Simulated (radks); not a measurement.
Values are calculated unless marked as measured or tabulated.
Valence configurations of Re I (all share [Xe]). Code: a radial shooting solver on a logarithmic mesh with Libxc functionals. Model: Dirac Kohn-Sham, PBEsol, spin-unpolarised, spherical densities, finite nucleus; open shells fill j = l - 1/2 first; Fermi nuclear charge, rms radius 5.3698 fm. Energies are relative to 4f14 5d5 6s2; eigenvalues in eV.

| valence | E (eV) | e(4f5/2) | e(4f7/2) | e(5d3/2) | e(5d5/2) | e(6p1/2) |
|---|---|---|---|---|---|---|
| 4f14 5d5 6s2 | 0.000 | -43.146 | -40.633 | -5.710 | -4.839 | - |
| 4f14 5d6 6s1 | 1.398 | -41.046 | -38.535 | -4.359 | -3.555 | - |
| 4f13 5d6 6s2 | 40.010 | -52.764 | -50.155 | -6.857 | -5.854 | - |
| 4f14 5d5 6p2 | 8.860 | -45.754 | -43.242 | -8.042 | -7.126 | -2.940 |
| 4f14 5d5 6s1.5 6p0.5 | 2.146 | -43.849 | -41.336 | -6.349 | -5.466 | -2.022 |
| 4f13 5d6 6p2 | 49.164 | -55.442 | -52.833 | -9.307 | -8.262 | -2.961 |
| 4f14 5d7 | 3.372 | -39.356 | -36.844 | -3.284 | -2.541 | - |
| 4f14 5d5 6s1 6p1 | 4.340 | -44.512 | -42.000 | -6.944 | -6.051 | -2.354 |
| 4f14 5d3 6s2 6p2 | 10.795 | -51.254 | -48.738 | -11.435 | - | -3.640 |
| 4f13 5d5 6s2 6p1 | 45.150 | -56.859 | -54.248 | -9.900 | -8.803 | -2.728 |

NIST lists [Xe] 4f14 5d5 6s2 as the ground configuration; this level of theory agrees among the configurations tried. The energies are those of spherical spin-averaged densities, not of single terms.
